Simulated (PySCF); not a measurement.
Sb²⁺ (antimony, charge +2) across methods

[Kr] 4d10 5s1 5p1 6s1, high-spin 4P determinant (an excited configuration). Calculation: PySCF 2.14, in x2c-TZVPPall with one added diffuse shell each of s, p, d, f type (9s7p5d3f, 76 functions); the spin-free X2C one-electron Hamiltonian (Gaussian nucleus).

```tsv
method	E (hartree)	mean ε 5s α (eV)	mean ε 5p α (eV)	mean ε 6s α (eV)	Σ⟨r²⟩ (bohr²)	⟨S²⟩
wB97X	-6479.27	-37.888	-27.585	-13.799	55.60	3.751
PBE0	-6478.72	-35.618	-25.452	-12.589	55.09	3.751
CAM-B3LYP	-6479.39	-37.200	-26.800	-13.257	55.13	3.750
wB97X-V	-6478.77	-38.023	-27.708	-13.862	55.38	3.751
PBE	-6478.63	-34.177	-24.229	-12.153	54.78	3.751
UHF	-6476.39623	-39.116	-28.464	-13.552	55.91	3.751
LDA	-6472.86	-34.534	-24.343	-12.251	54.35	3.751
```

The outer electron is Rydberg-like, and this basis confines it to a smaller radius and binds it less than a complete one would.
